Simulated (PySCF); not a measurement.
Structure problem from calculated spectra and properties.

Formula: C6H10Si2.

| Property | Result |
| --- | --- |
| Rotational structure | rotational constants A, B, C: 1.408, 1.209, 0.815 GHz [GFN2-xTB] |
| Dipole | 1.27 D [CAM-B3LYP/def2-SVPD] |
| UV, first state | lowest singlet excitation: 5.28 eV (235 nm, f = 0.023) [TDDFT CAM-B3LYP/def2-SVPD] |
| NMR, other nuclei | isotropic shieldings of nuclei other than C and H, by class: 409 (1 Si), 438 (1 Si) ppm [GIAO PBE0/pcSseg-1] |
| 13C NMR | chemical shifts (computed TMS as zero) by class: 122.4 (1 C), 121.1 (1 C), 105.2 (1 C), 88.3 (1 C), 6.6 (1 C), -10.5 (1 C) ppm [GIAO PBE0/pcSseg-1] |
| 1H NMR | chemical shifts (computed TMS as zero) by class: 7.42 (1 H), 7.39 (1 H), 4.79 (1 H), 3.61 (1 H), 3.60 (1 H), 2.04 (1 H), 1.19 (1 H), 0.18 (3 H) ppm [GIAO PBE0/pcSseg-1] |

Gas-phase values; electronic properties from PySCF, density fitting. Levels stand in brackets. One conformer (not necessarily the lowest) at the GFN2-xTB geometry, without solvent, vibrations or thermal averaging. NMR values are class means; diastereotopic atoms form classes of their own.

Problem. What is the compound? Reason from the data.

Solution. Numbering: `[CH:1]#[C:2][Si@H:3]([SiH2:4][CH3:5])[CH:6]1[CH:7]=[CH:8]1`. Its formula, C6H10Si2, gives 4 degrees of unsaturation: 1 ring and 3 π bonds in the structure found. 6 carbons fall into 6 classes; from least to most shielded: alkene CH carbon [C8] (122.4 ppm), alkene CH carbon [C7] (121.1 ppm), terminal alkyne carbon [C1] (105.2 ppm), alkyne carbon [C2] (88.3 ppm), ring sp3 carbon bound to silicon [C6] (6.6 ppm), Si-methyl carbon [C5] (-10.5 ppm). Hydrogen classes from least to most shielded: 1 H on an alkene CH carbon, C7 (7.42 ppm), 1 H on an alkene CH carbon, C8 (7.39 ppm), 1 H on an SiH silicon, Si3 (4.79 ppm), 1 H on an SiH2 silicon, Si4 (3.61 ppm), 1 H on an SiH2 silicon, Si4 (3.60 ppm), 1 H on a terminal alkyne carbon, C1 (2.04 ppm), 1 H on an sp3 carbon bound to silicon, C6 (1.19 ppm), 3 H on an Si-methyl carbon, C5 (0.18 ppm). The other shieldings belong to: 409 ppm, SiH silicon [Si3]; 438 ppm, SiH2 silicon [Si4]. The optimised geometry has point group C1 and is an asymmetric top. Structure: `C#C[Si@H]([SiH2]C)C1C=C1`. Computed isomers that give other values at the same levels: `[SiH3]c1ccc([SiH3])cc1` (13C chemical shifts (computed TMS as zero) by class: 140.6 (4 C), 136.7 (2 C) ppm). The assignments are read from this structure; whether some other isomer fits the data as well wasn't checked. The mirror image fits equally.

Shape of the structure used: `[CH:1]#[C:2][Si@H:3]([SiH2:4][CH3:5])[CH:6]1[CH:7]=[CH:8]1`: C2–Si3–Si4–C5 -28°, C2–Si3–C6–C7 100°.
